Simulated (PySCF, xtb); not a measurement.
C₂H₈N, SMILES C[NH2+]C, charge +1.

GFN2-xTB run with xtb 6.7.1 at its own geometry gives an orbital gap of 11.18 eV.

Geometry: PBE0-D3(BJ)/def2-SVP. The isomer is the one that the SMILES or the coordinates give; other isomers of the formula were not compared.

**Question.** What does CAM-B3LYP/def2-TZVPD (PySCF) give? (The exact figures need the calculation; the answer reports its results.)

**Answer.** gap 13.80 eV (levels -18.13 and -4.33 eV).
